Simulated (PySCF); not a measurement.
## Correlation energy of F²⁺ (fluorine, charge +2)

[He] 2s2 2p3, high-spin 4S determinant. All numbers are calculated (PySCF 2.14, no relativity, point nucleus, in dyall-av2z). Frozen: 1s2; 5 electrons correlated; the 8 highest virtual orbitals of each spin left out.

```
  level  correlation energy (mhartree)
   CCSD                        -101.32
    (T)                          -0.67
CCSD(T)                        -101.99
  CCSDT                        -102.07
```

Diagnostics: T1 = 0.0028, D1 = 0.0056, largest double amplitude 0.026.

Cost of the coupled-cluster step: roughly 1.2 core-seconds, for 5 correlated electrons.
